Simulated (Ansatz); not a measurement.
`F[SiH2]C[SiH2]Cl` + `BNC` → `BN(C)[SiH2]Cl` + `C[SiH2]F` at 700 K and 1 bar (ligand exchange at the Si–C bond).

Calculated with Ansatz (gas phase, PBE0-D4/def2-TZVP geometries, no zero-point term in ΔE). CCSD(T)/CBS adds triple-zeta CCSD(T) − MP2 to the extrapolated MP2 energy (def2 sets, frozen cores). One conformer a species, not always the lowest.

```tsv
species	CCSD(T)/CBS energy (Eh)	H − E (kJ/mol)	S (J/(mol·K))
`F[SiH2]C[SiH2]Cl`	-1179.52116	260.3	511.7
`BNC`	-121.18426	253.9	346.7
`BN(C)[SiH2]Cl`	-870.71740	309.1	480.7
`C[SiH2]F`	-430.00374	203.1	369.0
```

H − E and S are ideal-gas, rigid-rotor, harmonic terms from PBE0-D4/def2-TZVP, for one conformer and one mirror image of each species. 1 Eh = 2625.50 kJ/mol, R = 8.31446 J/(mol·K).

Q: By hand: ΔE, ΔH, ΔS and ΔG.

A: ΔE = (-870.71740) + (-430.00374) − (-1179.52116) − (-121.18426) = -0.01572 Eh = -41.3 kJ/mol. Δ(H − E) = 309.1 + 203.1 − 260.3 − 253.9 = -2.0, so ΔH = -43.3 kJ/mol. ΔS = 480.7 + 369.0 − 511.7 − 346.7 = -8.7 J/(mol·K). ΔG = -43.3 − 700 × (-8.7)/1000 = -37.2 kJ/mol.

Q: By hand: the equilibrium constant, and the temperature at which ΔG would vanish if ΔH and ΔS stayed fixed.

A: log₁₀ K = −ΔG/(RT ln 10) = 2.8. ΔG = 0 at ΔH/ΔS = 4977 K, far beyond where these terms or the molecules hold.

The number of gas molecules stays the same, so ΔS is small and ΔH decides. A doubt of 5 kJ/mol in ΔE shifts log₁₀ K by 0.4 here. Other conformers and mirror images would add mixing entropy, several J/(mol·K) or more a flexible species. Modes under 60 cm⁻¹, often nearly free rotors, make the harmonic entropy too high. These are equilibria of isolated gas molecules and say nothing of rates. Largest T1 diagnostic: 0.012 (customary marks: 0.02 for closed shells, 0.045 for open ones).
